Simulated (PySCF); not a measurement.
A PySCF script (with the pyscf-properties extension) for the NMR shieldings of SMILES C(C)P(C)CCP, C5H14P2, on a GFN2-xTB geometry:

```python
import basis_set_exchange as bse
import numpy as np
from pyscf import gto, dft
from pyscf.prop import nmr

atoms = """
C    -2.766692    0.461898   -1.018436
C    -1.338085    0.689961   -0.543594
P    -0.486980   -0.918029   -0.130856
C    -1.285236   -1.238379    1.508907
C     1.109967   -0.208282    0.528939
C     2.052742    0.193087   -0.598076
P     3.666204    0.845433    0.078057
H    -2.777999   -0.212210   -1.872521
H    -3.373033    0.022081   -0.229633
H    -3.225546    1.403297   -1.315684
H    -0.765138    1.168428   -1.342321
H    -1.322165    1.348948    0.329942
H    -2.315103   -1.551820    1.351305
H    -0.755023   -2.048920    2.005154
H    -1.265796   -0.349657    2.138509
H     0.902672    0.646415    1.180643
H     1.578248   -0.988579    1.137432
H     2.240026   -0.658301   -1.257116
H     1.609349    0.995397   -1.194970
H     4.334322    0.817921   -1.145222
H     4.174345   -0.401747    0.440892
"""
names = dict.fromkeys(["C", "P", "H"], "pcSseg-1")
basis = {el: gto.basis.parse(bse.get_basis(n, elements=[el], fmt="nwchem")) for el, n in names.items()}
mol = gto.M(atom=atoms, basis=basis, charge=0, verbose=0)
mf = dft.RKS(mol, xc="PBE0")
mf.grids.level = 2
mf.grids.alignment = dft.numint.BLKSIZE   # the property module wants whole blocks of grid points
mf.conv_tol = 1e-9
mf.kernel()

calc = nmr.RKS(mf)   # GIAO
C = mf.mo_coeff
Co = C[:, mf.mo_occ > 0]
resp = mf.gen_response(singlet=True, hermi=2)
def vind(x):   # induced exchange potential for any number of trial vectors
    d = np.einsum("pi,xij,qj->xpq", C, 2 * x.reshape(-1, C.shape[1], Co.shape[1]), Co, optimize=True)
    return np.einsum("xpq,pi,qj->xij", resp(d - d.transpose(0, 2, 1)), C, Co, optimize=True).ravel()
mo1, _ = nmr.rhf.solve_mo1(calc, with_cphf=vind)
sigma = calc.kernel(mo1)
for i, s in enumerate(sigma):   # ppm
    w = np.linalg.eigvalsh((s + s.T) / 2)
    print("%2d %-2s iso %8.1f  s11 %8.1f  s22 %8.1f  s33 %8.1f" % (i, mol.atom_pure_symbol(i), w.mean(), *w))
```

Problem. What are the results?

Solution. 
```
 0 C  iso    174.6  s11    163.2  s22    172.5  s33    188.2
 1 C  iso    156.7  s11    137.1  s22    159.1  s33    173.9
 2 P  iso    369.7  s11    336.3  s22    365.3  s33    407.5
 3 C  iso    170.8  s11    157.0  s22    166.3  s33    189.2
 4 C  iso    149.4  s11    130.4  s22    144.4  s33    173.5
 5 C  iso    171.3  s11    158.1  s22    172.5  s33    183.5
 6 P  iso    494.2  s11    426.0  s22    471.1  s33    585.4
 7 H  iso     30.7  s11     26.0  s22     28.8  s33     37.3
 8 H  iso     30.7  s11     25.2  s22     30.6  s33     36.4
 9 H  iso     30.3  s11     25.0  s22     27.4  s33     38.4
10 H  iso     30.0  s11     23.9  s22     31.2  s33     34.8
11 H  iso     30.8  s11     26.5  s22     31.0  s33     35.0
12 H  iso     30.4  s11     25.3  s22     28.4  s33     37.6
13 H  iso     30.6  s11     26.1  s22     27.9  s33     37.9
14 H  iso     31.0  s11     27.4  s22     28.9  s33     36.7
15 H  iso     30.5  s11     26.4  s22     31.7  s33     33.2
16 H  iso     30.5  s11     24.7  s22     32.0  s33     34.9
17 H  iso     29.5  s11     22.6  s22     31.0  s33     34.8
18 H  iso     30.6  s11     23.9  s22     32.4  s33     35.5
19 H  iso     28.6  s11     23.4  s22     26.4  s33     36.2
20 H  iso     29.2  s11     24.1  s22     27.8  s33     35.7
```

These numbers come from an equivalent density-fitted implementation of the same equations, which agrees with the script to about 0.01 ppm for H and up to a few tenths of a ppm for heavy atoms, so last digits may differ.

Size and cost of the density-fitted run: 203 basis functions, roughly 110 core-seconds.
